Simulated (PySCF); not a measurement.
**Cr²⁺ (chromium, charge +2) across methods**

[Ar] 3d3 4p1, one real determinant (an excited configuration). Calculation: PySCF 2.14, in aug-cc-pwCVTZ (10s9p7d4f3g, 127 functions); the non-relativistic Hamiltonian (point nucleus).

| method | E (hartree) | mean ε 3p β (eV) | mean ε 3d α (eV) | mean ε 4p α (eV) | Σ⟨r²⟩ (bohr²) | ⟨S²⟩ |
| --- | --- | --- | --- | --- | --- | --- |
| PBE0 | -1042.940 | -74.568 | -33.937 | -17.211 | 23.56 | 6.001 |
| UHF | -1042.16931 | -82.004 | -41.038 | -18.653 | 24.10 | 6.003 |
| revPBE | -1043.037 | -71.551 | -31.302 | -16.563 | 23.51 | 6.000 |
| PW91 | -1043.186 | -71.666 | -31.446 | -16.630 | 23.46 | 6.000 |
| LDA | -1040.845 | -71.679 | -31.382 | -16.609 | 23.41 | 6.000 |
| wB97X | -1043.144 | -77.077 | -36.187 | -18.874 | 23.61 | 6.001 |
| PBE | -1042.894 | -71.580 | -31.344 | -16.581 | 23.50 | 6.000 |

Task: Estimate the same row for r2SCAN.

Result: E (hartree) = -1043.122; mean ε 3p β (eV) = -72.447; mean ε 3d α (eV) = -32.046; mean ε 4p α (eV) = -16.609; Σ⟨r²⟩ (bohr²) = 23.50; ⟨S²⟩ = 6.001.

⟨L²⟩ = 14.01 against 20 for a pure G term, so this real determinant mixes terms.
